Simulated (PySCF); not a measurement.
## Bond energies at CCSD(T)/def2-TZVPP beside a composite method

PySCF, lowest determinants of a PBE0 search. The composite is CCSD(T) extrapolated to the basis-set limit from two correlation-consistent sets, with core-valence (CV) and scalar-relativistic (SR) terms as its label shows; it has no spin–orbit coupling and nothing beyond (T).

```
species  state (unpaired electrons)  De CCSD(T) (eV)  De composite (eV)              composite  dissociates to
     IO               doublet (π ↑)             2.23               2.44        CCSD(T)/CBS(TQ)           I + O
    LiI      singlet (closed shell)             3.65               3.95     CCSD(T)/CBS(TQ)+CV          Li + I
     KH      singlet (closed shell)             1.69               1.84        CCSD(T)/CBS(TQ)           K + H
    SbI              triplet (π ↑↑)             2.10               2.20        CCSD(T)/CBS(DT)          Sb + I
   SeBr               doublet (π ↑)             2.26               2.45        CCSD(T)/CBS(TQ)         Se + Br
    SrH               doublet (σ ↑)             1.60               1.74        CCSD(T)/CBS(DT)          Sr + H
     C2          triplet (σ ↑, π ↑)             5.97               6.23  CCSD(T)/CBS(TQ)+CV+SR           C + C
     IF      singlet (closed shell)             2.73               2.98     CCSD(T)/CBS(TQ)+CV           I + F
```

Does CCSD(T) bind more or less than the composite, by how much on average, and where is the difference largest?

CCSD(T)/def2-TZVPP binds less on average, method and basis taken together: the mean signed difference is -0.20 eV and the mean absolute one 0.20 eV; it is largest for LiI (-0.30 eV).

The molecules are drawn from runs that passed checks on state, spin purity and fit, so the hardest cases are missing and the errors look smaller than over all diatomics.

Correlated steps freeze the inner cores (0 to 18 orbitals); shallow outer-core shells are correlated. UHF and ROHF references stand side by side, which adds small steps between rows. Spin–orbit coupling is left out, which matters for elements this heavy, above all for dissociation energies. Where the molecule has an RHF reference, its open-shell atoms are computed with UHF. The CCSD T1 diagnostic is raised in IO, a sign that a single reference may not be enough there. States were picked by a PBE0 search and need not be the measured ground states.
